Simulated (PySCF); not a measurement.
Compound: C6H7O3 (doublet state).
Atom-mapped SMILES: `[CH3:1][O:2][C:3]([OH:4])[C:5]1=[CH:6][CH2:7][C:8]1=[O:9]` (hydrogens: H10, H11, H12 on C1; H13 on O4; H14 on C6; H15, H16 on C7)

Geometry (GFN2-xTB, Å), atoms numbered from 1 in this order:
```
atom  x, y, z in Å
C1     2.965   -0.379   -0.235
O2     1.683   -0.679    0.286
C3     0.670    0.098   -0.108
O4     0.951    1.100   -0.966
C5    -0.628   -0.089    0.326
C6    -1.424   -0.902    1.145
C7    -2.689   -0.142    0.824
C8    -1.784    0.720   -0.059
O9    -1.919    1.678   -0.786
H10    3.640   -1.112    0.199
H11    2.970   -0.459   -1.324
H12    3.273    0.631    0.047
H13    0.128    1.583   -1.166
H14   -1.225   -1.744    1.771
H15   -3.461   -0.690    0.282
H16   -3.158    0.394    1.650
```

The hyperfine couplings belong to this conformer and change with its torsions.

Computed with PySCF 2.14.0, UKS B3LYP, pcH-1 on C H O, non-relativistic, mean-field spin-orbit, GIAO. Geometry: GFN2-xTB, one conformer, isolated molecule. A GFN2-xTB geometry isn't a minimum of the functional, and hyperfine couplings can be far from their values at a DFT geometry. Stability of the SCF solution: not tested.

**Question.** What is the g tensor, term by term?

**Answer.** 
| Δg (ppm) | 1 | 2 | 3 |
| --- | --- | --- | --- |
| relativistic mass correction | -185 | -185 | -185 |
| gauge correction | -6 | 41 | 30 |
| orbital Zeeman/spin–orbit | -34 | 897 | 1433 |
| total | -225 | 754 | 1279 |

So g = 2.00209, 2.00307, 2.00360 and g_iso = 2.00292; the tensor is rhombic: the two nearest values differ by 35 % of g3 − g1. Axes: g2 points within 4° of the C6–H14 bond and g3 points within 11° of the C3–C5 bond.

**Question.** What effective moment and Curie constant follow for a powder?

**Answer.** With the mean of g² = 4.0117 and S(S+1) = 0.75: μ_eff = √(⟨g²⟩S(S+1)) = 1.735 μB and χT = 0.12505·⟨g²⟩·S(S+1) = 0.376 cm³ K/mol (cgs; spin-Hamiltonian part alone).

**Question.** At 9.513 GHz, how far is the centre of the isotropic spectrum from where a free electron (g = 2.002319) resonates?

**Answer.** B = hν/(g μB) with μB/h = 13.99624 MHz/mT gives 339.45 mT for the free electron and 339.35 mT at g_iso, 0.10 mT lower.

**Question.** What are the electron Larmor frequencies g μB B/h along the three axes at 1200 mT?

**Answer.** 33.6262, 33.6426, 33.6514 GHz for g1, g2 and g3, a range of 25.3 MHz.

**Question.** In a frozen sample, at which fields do the three g values resonate at 9.5, 34, 94 and 263 GHz (hyperfine left aside), and which band first spreads them over more than twice a line width of 0.5 mT?

**Answer.** 
```csv
band,GHz,B(g3) mT,B(g2) mT,B(g1) mT,spread mT
X,9.5,338.77,338.86,339.02,0.25
Q,34.0,1212.43,1212.75,1213.34,0.91
W,94.0,3352.01,3352.89,3354.53,2.52
J,263.0,9378.51,9380.96,9385.55,7.04
```

The spread grows in proportion to the frequency. W band is the first where it exceeds 1.0 mT.

Largest spin populations (Mulliken): C6 (+0.74), C3 (+0.34), C5 (-0.14) and O4 (+0.06). The positive populations add up to 1.26 and the negative ones to -0.26, together 2S = 1. The angles at C6 add up to 360.0°, so it is planar; its axial dipolar tensor and the negative coupling of its proton fit spin in a p orbital normal to that plane.

The HOMO–LUMO gaps are 3.21 eV among the α and 5.58 eV among the β orbitals.

The SMILES draws the unpaired electron on C3; the largest computed Mulliken spin population is on C6 (0.74 against 0.34).
